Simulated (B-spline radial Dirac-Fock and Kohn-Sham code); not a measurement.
The Al-like isoelectronic sequence (13 electrons), Z = 37 to 53

These are calculated numbers from a radial atomic solver; the model is multi-electron Dirac-Fock with separately optimised hole states, Breit and Lamb-shift corrections added in first order. Binding energies in eV, tabulated ground configurations ([Ne] 3s2 3p1 throughout). Correlation and solid-state effects are left out.

```
  ion       1s      2s   2p1/2   2p3/2  outermost level  NIST ionisation energy
Rb²⁴⁺  16357.7  3170.1  2972.7  2910.9      1123.7 (3p)                1125 ± 5
Sr²⁵⁺  17335.8  3388.3  3184.1  3114.5      1209.2 (3p)                1211 ± 6
Zr²⁷⁺  19382.5  3847.7  3629.7  3542.3      1389.6 (3p)                1392 ± 7
Nb²⁸⁺  20451.6  4089.0  3864.1  3766.6      1484.6 (3p)                1488 ± 7
Mo²⁹⁺  21551.4  4338.2  4106.3  3997.7      1582.8 (3p)                1587 ± 8
Tc³⁰⁺  22682.2  4595.3  4356.3  4235.7      1684.1 (3p)                1689 ± 8
Ru³¹⁺  23844.1  4860.3  4614.2  4480.6      1788.6 (3p)                1794 ± 8
Rh³²⁺  25037.4  5133.4  4880.1  4732.5      1896.4 (3p)                1903 ± 9
Pd³³⁺  26262.4  5414.6  5154.0  4991.2      2007.3 (3p)                2016 ± 9
Ag³⁴⁺  27519.2  5703.9  5436.0  5256.9      2121.5 (3p)               2131 ± 10
Cd³⁵⁺  28808.1  6001.6  5726.1  5529.6      2239.0 (3p)               2250 ± 10
In³⁶⁺  30129.5  6307.5  6024.6  5809.2      2359.7 (3p)               2373 ± 11
Sn³⁷⁺  31483.4  6621.9  6331.4  6095.7      2483.6 (3p)               2499 ± 11
Sb³⁸⁺  32870.3  6944.8  6646.6  6389.2      2610.9 (3p)                2654 ± 4
Te³⁹⁺        ?       ?       ?       ?                ?                       ?
 I⁴⁰⁺  35744.1  7616.4  7302.6  6997.1      2875.3 (3p)                2926 ± 4
```

Problem. Fill in the row of Te³⁹⁺.

Solution. 1s 34290.4, 2s 7276.3, 2p1/2 6970.3, 2p3/2 6689.7, outermost 2741.4 (3p), NIST 2788 ± 4 eV.

NIST's values are for the lowest levels; a dash marks a value that is missing or belongs to another shell. Their kind here: semi-empirical, theoretical. Where a p, d or f shell is open in either ion the computed value averages over both j values and all terms, while the table refers to the lowest levels; that difference holds spin-orbit splitting (largest in heavy or highly charged ions), term energies where several electrons share open shells, and correlation, and it can reach 10 % or more.
